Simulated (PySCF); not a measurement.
GeS (SMILES [S]=[Ge]), singlet, geometry from GFN2-xTB; B3LYP/STO-3G (PySCF).

Input for PySCF:
```python
from pyscf import gto, scf, dft

mol = gto.Mole()
mol.atom = '''
    Ge   -0.000000   -0.000000   -0.678348
    S     0.000000    0.000000    1.356695
'''
mol.basis = 'sto-3g'
mol.charge = 0
mol.spin = 0
mol.verbose = 4
mol.build()

mf = dft.RKS(mol)
mf.xc = 'b3lyp'
mf.level_shift = 1.0
mf.max_cycle = 100
mf.kernel()
mf.analyze()
```

Q: Write the output that PySCF gives for this input, abridged.

A: 
```
PySCF version 2.14.0

[INPUT] verbose = 4
[INPUT] num. atoms = 2
[INPUT] num. electrons = 48
[INPUT] charge = 0
[INPUT] spin (= nelec alpha-beta = 2S) = 0
[INPUT] symmetry False subgroup None
[INPUT] Mole.unit = angstrom
[INPUT] Symbol           X                Y                Z      unit          X                Y                Z       unit  Magmom
[...]
nuclear repulsion = 133.136612833753
number of shells = 13
number of NR pGTOs = 81
number of NR cGTOs = 27
basis = sto-3g
ecp = {}

******** <class 'pyscf.dft.rks.RKS'> ********
method = RKS
initial guess = minao
damping factor = 0
level_shift factor = 1.0
DIIS = <class 'pyscf.scf.diis.CDIIS'>
diis_start_cycle = 1
diis_space = 8
diis_damp = 0
SCF conv_tol = 1e-09
SCF conv_tol_grad = None
SCF max_cycles = 100
direct_scf = True
direct_scf_tol = 1e-13
XC library pyscf.dft.libxc version 7.1.2
    S. Lehtola, C. Steigemann, M. J. T. Oliveira, and M. A. L. Marques,  SoftwareX 7, 1–5 (2018)
XC functionals = b3lyp
    P. J. Stephens, F. J. Devlin, C. F. Chabalowski, and M. J. Frisch,  J. Phys. Chem. 98, 11623 (1994)
radial grids:
    Treutler-Ahlrichs [JCP 102, 346 (1995); DOI:10.1063/1.469408] (M4) radial grids

becke partition: Becke, JCP 88, 2547 (1988); DOI:10.1063/1.454033
pruning grids: <function nwchem_prune>
grids dens level: 3
symmetrized grids: False
atomic radii adjust function: <function treutler_atomic_radii_adjust>
small_rho_cutoff = 0
Set gradient conv threshold to 3.16228e-05
Initial guess from minao.
tot grids = 39520
init E= -2444.29064849917
[...]
cycle= 1 E= -2446.70438163936  delta_E= -2.41  |g|= 0.44  |ddm|= 2.08
[...]
cycle= 2 E= -2446.77546199014  delta_E= -0.0711  |g|= 0.134  |ddm|= 0.54
[...]
cycle= 3 E= -2446.78304754923  delta_E= -0.00759  |g|= 0.0891  |ddm|= 0.173
[...]
cycle= 4 E= -2446.78738858459  delta_E= -0.00434  |g|= 0.0597  |ddm|= 0.125
[...]
cycle= 5 E= -2446.78917421966  delta_E= -0.00179  |g|= 0.0489  |ddm|= 0.0869
[...]
cycle= 6 E= -2446.79021098124  delta_E= -0.00104  |g|= 0.0411  |ddm|= 0.0614
[...]
cycle= 7 E= -2446.79087102697  delta_E= -0.00066  |g|= 0.0343  |ddm|= 0.0429
[...]
cycle= 8 E= -2446.79127907115  delta_E= -0.000408  |g|= 0.0302  |ddm|= 0.0318
[...]
cycle= 9 E= -2446.79157677859  delta_E= -0.000298  |g|= 0.0267  |ddm|= 0.027
[...]
cycle= 10 E= -2446.79179197563  delta_E= -0.000215  |g|= 0.0235  |ddm|= 0.0222
[...]
cycle= 11 E= -2446.79195164543  delta_E= -0.00016  |g|= 0.0207  |ddm|= 0.0191
[...]
cycle= 12 E= -2446.79207255848  delta_E= -0.000121  |g|= 0.018  |ddm|= 0.0163
[...]
cycle= 13 E= -2446.79216349625  delta_E= -9.09e-05  |g|= 0.0156  |ddm|= 0.0139
[...]
cycle= 14 E= -2446.7922311035  delta_E= -6.76e-05  |g|= 0.0134  |ddm|= 0.012
[...]
cycle= 15 E= -2446.79228096043  delta_E= -4.99e-05  |g|= 0.0116  |ddm|= 0.0102
[...]
cycle= 16 E= -2446.79231793467  delta_E= -3.7e-05  |g|= 0.00993  |ddm|= 0.00867
[...]
cycle= 17 E= -2446.79234533517  delta_E= -2.74e-05  |g|= 0.00851  |ddm|= 0.00743
[...]
cycle= 18 E= -2446.79236552557  delta_E= -2.02e-05  |g|= 0.00732  |ddm|= 0.00641
[...]
cycle= 19 E= -2446.79238061815  delta_E= -1.51e-05  |g|= 0.00627  |ddm|= 0.00551
[...]
cycle= 20 E= -2446.79239179469  delta_E= -1.12e-05  |g|= 0.00536  |ddm|= 0.00475
[...]
cycle= 21 E= -2446.79240010611  delta_E= -8.31e-06  |g|= 0.00459  |ddm|= 0.00413
[...]
cycle= 22 E= -2446.79240625924  delta_E= -6.15e-06  |g|= 0.00394  |ddm|= 0.00359
[...]
cycle= 23 E= -2446.79241079742  delta_E= -4.54e-06  |g|= 0.00339  |ddm|= 0.00309
[...]
cycle= 24 E= -2446.79241416403  delta_E= -3.37e-06  |g|= 0.00291  |ddm|= 0.00265
[...]
cycle= 25 E= -2446.79241667324  delta_E= -2.51e-06  |g|= 0.0025  |ddm|= 0.0023
[...]
cycle= 26 E= -2446.79241853074  delta_E= -1.86e-06  |g|= 0.00214  |ddm|= 0.00197
[...]
cycle= 27 E= -2446.79241990786  delta_E= -1.38e-06  |g|= 0.00184  |ddm|= 0.0017
[...]
cycle= 28 E= -2446.79242092866  delta_E= -1.02e-06  |g|= 0.00157  |ddm|= 0.00146
[...]
cycle= 29 E= -2446.79242168467  delta_E= -7.56e-07  |g|= 0.00135  |ddm|= 0.00126
[...]
cycle= 30 E= -2446.79242224407  delta_E= -5.59e-07  |g|= 0.00116  |ddm|= 0.00109
[...]
cycle= 31 E= -2446.7924226589  delta_E= -4.15e-07  |g|= 0.000993  |ddm|= 0.000937
[...]
cycle= 32 E= -2446.79242296688  delta_E= -3.08e-07  |g|= 0.000853  |ddm|= 0.00081
[...]
cycle= 33 E= -2446.79242319543  delta_E= -2.29e-07  |g|= 0.000732  |ddm|= 0.0007
[...]
cycle= 34 E= -2446.79242336516  delta_E= -1.7e-07  |g|= 0.00063  |ddm|= 0.000606
[...]
cycle= 35 E= -2446.79242349114  delta_E= -1.26e-07  |g|= 0.000541  |ddm|= 0.000523
[...]
cycle= 36 E= -2446.79242358459  delta_E= -9.34e-08  |g|= 0.000466  |ddm|= 0.000451
[...]
cycle= 37 E= -2446.79242365398  delta_E= -6.94e-08  |g|= 0.000401  |ddm|= 0.000389
[...]
cycle= 38 E= -2446.79242370555  delta_E= -5.16e-08  |g|= 0.000345  |ddm|= 0.000335
[...]
cycle= 39 E= -2446.79242374381  delta_E= -3.83e-08  |g|= 0.000296  |ddm|= 0.000289
[...]
cycle= 40 E= -2446.79242377222  delta_E= -2.84e-08  |g|= 0.000255  |ddm|= 0.000249
[...]
cycle= 41 E= -2446.7924237933  delta_E= -2.11e-08  |g|= 0.000219  |ddm|= 0.000215
[...]
cycle= 42 E= -2446.79242380893  delta_E= -1.56e-08  |g|= 0.000189  |ddm|= 0.000185
[...]
cycle= 43 E= -2446.79242382055  delta_E= -1.16e-08  |g|= 0.000162  |ddm|= 0.00016
[...]
cycle= 44 E= -2446.79242382917  delta_E= -8.62e-09  |g|= 0.00014  |ddm|= 0.000138
[...]
cycle= 45 E= -2446.79242383558  delta_E= -6.41e-09  |g|= 0.00012  |ddm|= 0.000119
[...]
cycle= 46 E= -2446.79242384035  delta_E= -4.77e-09  |g|= 0.000104  |ddm|= 0.000103
[...]
cycle= 47 E= -2446.79242384389  delta_E= -3.54e-09  |g|= 8.93e-05  |ddm|= 8.89e-05
[...]
cycle= 48 E= -2446.79242384654  delta_E= -2.64e-09  |g|= 7.69e-05  |ddm|= 7.68e-05
[...]
cycle= 49 E= -2446.79242384849  delta_E= -1.96e-09  |g|= 6.63e-05  |ddm|= 6.62e-05
[...]
cycle= 50 E= -2446.79242384995  delta_E= -1.46e-09  |g|= 5.71e-05  |ddm|= 5.71e-05
[...]
cycle= 51 E= -2446.79242385103  delta_E= -1.08e-09  |g|= 4.92e-05  |ddm|= 4.92e-05
[...]
cycle= 52 E= -2446.79242385183  delta_E= -8.01e-10  |g|= 4.24e-05  |ddm|= 4.23e-05
[...]
cycle= 53 E= -2446.79242385243  delta_E= -5.98e-10  |g|= 3.66e-05  |ddm|= 3.65e-05
[...]
cycle= 54 E= -2446.79242385288  delta_E= -4.44e-10  |g|= 3.15e-05  |ddm|= 3.15e-05
[...]
Extra cycle  E= -2446.79242385135  delta_E= 1.52e-09  |g|= 8.01e-05  |ddm|= 0.000257
converged SCF energy = -2446.79242385135
**** SCF Summaries ****
Total Energy =                       -2446.792423851351941
Nuclear Repulsion Energy =             133.136612833753389
One-electron Energy =                -3695.135847317232219
Two-electron Energy =                 1115.206810632126690
Two-electron Coulomb Energy =         1220.834580018432007
DFT Exchange-Correlation Energy =     -105.627769386305289
HOMO-LUMO gap [eV] =                     4.188049479374865
**** MO energy ****
[...]
 ** Mulliken pop on meta-lowdin orthogonal AOs  **
 ** Mulliken pop  **
[...]
 ** Mulliken atomic charges  **
charge of    0Ge =      0.04585
charge of    1S =     -0.04585
Dipole moment(X, Y, Z, Debye): -0.00000, -0.00000, -0.33099
```
